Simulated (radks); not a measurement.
Tl X, configuration [Xe] 4f14 5d4 (the NIST ground configuration).

Calculated with a radial shooting solver on a logarithmic mesh with Libxc functionals: Dirac Kohn-Sham, LDA (Slater exchange, Perdew-Wang correlation), spin-unpolarised, spherical densities, point nucleus; open shells fill j = l - 1/2 first.

Energy parts (eV):
| part | energy |
|---|---|
| total | -551176.75 |
| kinetic | 638907.85 |
| electron-nucleus | -1382731.52 |
| Hartree | 202589.77 |
| exchange-correlation | -9942.84 |

Orbitals (lengths in bohr, moments of r in powers of bohr):
orbital  occ.  eigenvalue (eV)       <r^4>  <1/r>      <r>  small-component weight
1s1/2       2        -85572.45   3.762e-07  99.47  0.01632                9.52e-02
2s1/2       2        -15347.63  0.00005421  24.54  0.06809                2.19e-02
2p1/2       2        -14740.64  0.00003203  24.48  0.05591                2.20e-02
2p3/2       4        -12676.80  0.00005096  19.68  0.06470                1.94e-02
3s1/2       2        -3775.146    0.001963  8.999   0.1771                7.35e-03
3p1/2       2        -3501.330    0.001703  8.911   0.1675                7.30e-03
3p3/2       4        -3042.457    0.002397  7.655   0.1835                6.54e-03
3d3/2       4        -2590.010    0.001576  7.558   0.1595                6.44e-03
3d5/2       6        -2491.931    0.001745  7.276   0.1644                6.24e-03
4s1/2       2        -955.8168     0.04332  3.822   0.3915                2.52e-03
4p1/2       2        -837.9066     0.04581  3.713   0.3930                2.43e-03
4p3/2       4        -725.9251     0.06366  3.275   0.4274                2.14e-03
4d3/2       4        -533.2999     0.07392  3.079   0.4329                1.94e-03
4d5/2       6        -512.3764     0.08150  2.980   0.4439                1.86e-03
4f5/2       6        -263.1423      0.1251  2.638   0.4609                1.51e-03
4f7/2       8        -258.4882      0.1318  2.600   0.4671                1.48e-03
5s1/2       2        -272.6466      0.9484  1.615   0.8567                7.04e-04
5p1/2       2        -231.5705       1.216  1.507   0.9063                6.29e-04
5p3/2       4        -208.9760       1.662  1.360   0.9817                5.49e-04
5d3/2       4        -148.6352       3.100  1.153    1.134                4.12e-04
5d5/2       0        -145.3143       3.366  1.124    1.159                3.97e-04

The highest occupied level is 5d3/2 at -148.64 eV. Summed over all electrons, <r^2> = 21.62 bohr^2, which gives a Langevin (diamagnetic) susceptibility term of -17.1 x 10^-6 cm^3/mol.
